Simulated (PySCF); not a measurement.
**Gas-phase XPS of n-GeSiSiSiSiH12, computed**

Species: n-GeSiSiSiSiH12.
Z-matrix (Å and degrees, PBE0-D3(BJ)/def2-SVP geometry), rows numbered from 1:
```
Ge
Si  1  2.3837
Si  2  2.3452  1  108.48
Si  3  2.3487  2  107.23  1    53.07
Si  4  2.3458  3  108.18  2    45.92
H   1  1.5407  2  109.56  3   -57.03
H   1  1.5401  2  111.41  3  -177.16
H   1  1.5400  2  110.23  3    62.01
H   2  1.4972  1  109.19  3   118.57
H   2  1.4965  1  110.10  3  -122.39
H   3  1.4974  2  109.79  1   -67.34
H   3  1.4974  2  110.72  1   172.59
H   4  1.4974  3  109.09  2   -73.31
H   4  1.4971  3  111.15  2   166.99
H   5  1.4951  4  111.65  3   175.67
H   5  1.4955  4  109.51  3   -63.78
H   5  1.4959  4  109.41  3    54.99
```

The calculation used delta-SCF UKS SCAN, pcX-2 on the ionised atom, pcseg-1 elsewhere, spin-free X2C (PySCF 2.14.0). Vertical ΔSCF values, vacuum level as zero.

Q: What binding energy does each computed site have?

A: 
```json
{"atom(s)": "Si2", "bonded to": "2 H, Ge and Si", "level": "Si 2p3/2", "binding energy (eV)": "106.19", "2p1/2 (eV)": "106.81", "above the level's lowest (eV)": "+0.11", "count": "1"}
{"atom(s)": "Si2", "bonded to": "2 H, Ge and Si", "level": "Si 1s", "binding energy (eV)": "1845.88", "2p1/2 (eV)": "–", "above the level's lowest (eV)": "+0.11", "count": "1"}
{"atom(s)": "Si3", "bonded to": "2 H and 2 Si", "level": "Si 2p3/2", "binding energy (eV)": "106.08", "2p1/2 (eV)": "106.71", "above the level's lowest (eV)": "0.00", "count": "1"}
{"atom(s)": "Si3", "bonded to": "2 H and 2 Si", "level": "Si 1s", "binding energy (eV)": "1845.77", "2p1/2 (eV)": "–", "above the level's lowest (eV)": "0.00", "count": "1"}
{"atom(s)": "Si4", "bonded to": "2 H and 2 Si", "level": "Si 2p3/2", "binding energy (eV)": "106.13", "2p1/2 (eV)": "106.76", "above the level's lowest (eV)": "+0.05", "count": "1"}
{"atom(s)": "Si4", "bonded to": "2 H and 2 Si", "level": "Si 1s", "binding energy (eV)": "1845.81", "2p1/2 (eV)": "–", "above the level's lowest (eV)": "+0.04", "count": "1"}
{"atom(s)": "Si5", "bonded to": "3 H and Si", "level": "Si 2p3/2", "binding energy (eV)": "106.46", "2p1/2 (eV)": "107.09", "above the level's lowest (eV)": "+0.38", "count": "1"}
{"atom(s)": "Si5", "bonded to": "3 H and Si", "level": "Si 1s", "binding energy (eV)": "1846.15", "2p1/2 (eV)": "–", "above the level's lowest (eV)": "+0.38", "count": "1"}
```

The listed Si 1s values span 0.38 eV, from Si3 (bonded to 2 H and 2 Si) to Si5 (bonded to 3 H and Si). The values 1845.77 and 1845.81 eV lie too close for their order to be trusted.

Lowest listed Si 2p3/2: Si3, bonded to 2 H and 2 Si. Highest, 0.38 eV above it: Si5, bonded to 3 H and Si. The widest gap between neighbouring values is 0.27 eV, between 106.19 and 106.46 eV.

Q: What is the longest wavelength that can ionise Si 2p3/2 of Si2 vertically?

A: λ = hc/E = 12398.42 eV Å / 106.19 eV = 116.757 Å.

Q: Give the binding energy of Si 2p3/2 of Si2 in hartree and in kJ/mol.

A: 106.19 eV = 3.9024 Eh = 10246 kJ/mol.

The 2p values aren't plain energy differences: one relaxed spin-free 2p hole is combined with a matrix within the shell (ground-state 2p orbital-energy differences and spin–orbit coupling). 2p3/2, the mean of its two sublevels, lies a third of the splitting below the shell's mean and 2p1/2 two thirds above it; the statistical areas are 2:1. 2p1/2 minus 2p3/2 (ligand field included): Si 0.62 eV. No level of germanium is listed. One conformer (not necessarily the lowest) at the PBE0-D3(BJ)/def2-SVP geometry, without solvent, vibrations or thermal averaging.

The run took 67 s of wall time on one thread of an Intel Xeon at 2.80 GHz, shared host, and the process peaked at 0.79 GiB of memory.
